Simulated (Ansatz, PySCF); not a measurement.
Caution, from a PySCF single point (B3LYP-D3(BJ)/def2-TZVPD) at this geometry: the highest occupied level lies above zero, so the state may not be bound. This triplet is an excited state, 0.70 eV above the relaxed singlet at the level B3LYP-D3(BJ)/def2-TZVPD (PySCF).

Species: C$_{2}$H$_{4}$Al, SMILES `C=[CH][AlH-]` (excited triplet; C–C–Al–H torsion 0°) (charge -1, multiplicity 3).

**Question.** Give a relaxed geometry from B3LYP-D3(BJ)/def2-TZVPD (Ansatz, a quantum-chemistry and plane-wave program).

**Answer.** This is not unique; one that fits is the end point of this relaxation, one of several conformers (outside a Z-matrix the atoms follow the SMILES, hydrogens last).
Bonds (Å): C1–C2 1.358, C1–H4 1.088, C1–H5 1.091, C2–Al3 1.960, C2–H6 1.095, Al3–H7 1.628. Bond angles (°): C2–C1–H4 121.7, C2–C1–H5 123.0, H4–C1–H5 115.2, C1–C2–Al3 129.6, C1–C2–H6 114.3, Al3–C2–H6 116.1, C2–Al3–H7 118.8.
